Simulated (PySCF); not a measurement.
Compound: N-formylmorpholine, C5H9NO2.
Geometry (GFN2-xTB, Å), atoms numbered from 1 in this order:
```
atom  x, y, z in Å
O1     2.695   -1.159    0.312
C2     2.110   -0.117    0.145
N3     0.861    0.003   -0.333
C4     0.049   -1.164   -0.612
C5    -1.181   -1.144    0.301
O6    -1.899    0.064    0.160
C7    -1.098    1.174    0.484
C8     0.138    1.247   -0.425
H9     2.566    0.868    0.360
H10   -0.269   -1.139   -1.660
H11    0.658   -2.050   -0.429
H12   -0.861   -1.268    1.346
H13   -1.875   -1.943    0.037
H14   -0.771    1.110    1.534
H15   -1.727    2.056    0.354
H16    0.784    2.074   -0.125
H17   -0.186    1.398   -1.462
```

Structure optimised with GFN2-xTB, isolated species.

Masses are those of the commonest isotopes; rigid-rotor values at the optimised geometry. The values belong to one conformer with, in the numbering `[O:1]=[CH:2][N:3]1[CH2:4][CH2:5][O:6][CH2:7][CH2:8]1`, O1–C2–N3–C4 5°, C2–N3–C4–C5 117°, N3–C4–C5–O6 55°, C4–C5–O6–C7 -60°, C5–O6–C7–C8 60°.

(1) Give the principal moments of inertia and the rotational constants in GHz.

(2) What kind of rotor is it?

(3) Is it planar, by Δ = Ic − Ia − Ib?

(4) Give the other two planar moments, Paa and Pbb, and the rms extents of the mass along the axes.

(5) List the rotational levels J(Ka,Kc) to J = 5 (cm⁻¹).

(6) Estimate the classical rotational partition function at 25 K, 50 K and 500 K.

Results:

(1) Ia = 122.01, Ib = 315.86, Ic = 390.30 u·Å²; 505379 MHz·u·Å²/I gives 4142, 1600 and 1295 MHz, that is A = 4.1422, B = 1.6000, C = 1.2948 GHz.

(2) An asymmetric top: κ = (2 × 1600 − 4142 − 1295)/(4142 − 1295) = -0.79.

(3) Not planar: Δ = Ic − Ia − Ib = -47.56 u·Å². For a rigid frame Δ = −2 Σ m c², so Σ m c² = 23.78 u·Å² lies off the ab plane: 9.53 from hydrogen and 14.25 from heavier atoms. The atom farthest from that plane is 1.69 Å away.

(4) Paa = Σ m a² = (Ib + Ic − Ia)/2 = 292.08 and Pbb = Σ m b² = (Ia + Ic − Ib)/2 = 98.23 u·Å². With the mass M = 115.06 u, the rms extents √(P/M) along a, b and c are 1.59, 0.92, 0.45 Å.

(5) Above 0(0,0):
J = 1: 1(0,1) 0.0966, 1(1,1) 0.1814, 1(1,0) 0.1915
J = 2: 2(0,2) 0.2888, 2(1,2) 0.3643, 2(1,1) 0.3948, 2(2,1) 0.6492, 2(2,0) 0.6501
J = 3: 3(0,3) 0.5751, 3(1,3) 0.6382, 3(1,2) 0.6992, 3(2,2) 0.9389, 3(2,1) 0.9432, 3(3,1) 1.3889, 3(3,0) 1.3889
J = 4: 4(0,4) 0.9531, 4(1,4) 1.0025, 4(1,3) 1.1040, 4(2,3) 1.3245, 4(2,2) 1.3370, 4(3,2) 1.7767, 4(3,1) 1.7770, 4(4,1) 2.4045, 4(4,0) 2.4045
J = 5: 5(0,5) 1.4202, 5(1,5) 1.4565, 5(1,4) 1.6080, 5(2,4) 1.8054, 5(2,3) 1.8336, 5(3,3) 2.2620, 5(3,2) 2.2633, 5(4,2) 2.8892, 5(4,1) 2.8892, 5(5,1) 3.6964, 5(5,0) 3.6964

(6) Point group C1, symmetry number σ = 1; q = (√π/σ)·√((kT/h)³/(ABC)), k/h = 20836.6 MHz/K: 7190 at 25 K, 20300 at 50 K, 643000 at 500 K.

Stationary, but not proved a minimum. No vibrational averaging or centrifugal distortion is included, and the geometry carries the error of its method.

All values are computed, not measured.
